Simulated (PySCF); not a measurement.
Calculation: TPSSh-D3(BJ)/def2-TZVP // B3LYP-D3(BJ)/def2-SVP (PySCF 2.14.0). Isolated molecules, 0 K electronic values unless said otherwise. One relaxed conformer stands for a flexible species; it need not be the lowest. Excitations are Tamm–Dancoff values on a coarser integration grid. The basis has no diffuse functions, so Rydberg states are missing or too high.

Reference species (SMILES): `Bc1cc2cc(C=C)ccc2s1` (neutral, multiplicity 1).

```yaml
S1 oscillator strength: 0.026
S1–T1 gap (TDA): 0.75 eV
LUMO: -2.69 eV
```

After one change: the S1 oscillator strength rises by 0.020; the S1–T1 gap (TDA) hardly moves; the LUMO rises by 0.36 eV.

### Question
Which change was made? The new species is one of these.
A. `Bc1cc(C=C)c2sccc2c1`
B. `Bc1cc2c(C=C)cccc2s1`
C. `Bc1cc2ccc(C=C)cc2s1`
D. `Bc1cc(C=C)cc2ccsc12`

### Answer
A, `Bc1cc(C=C)c2sccc2c1`
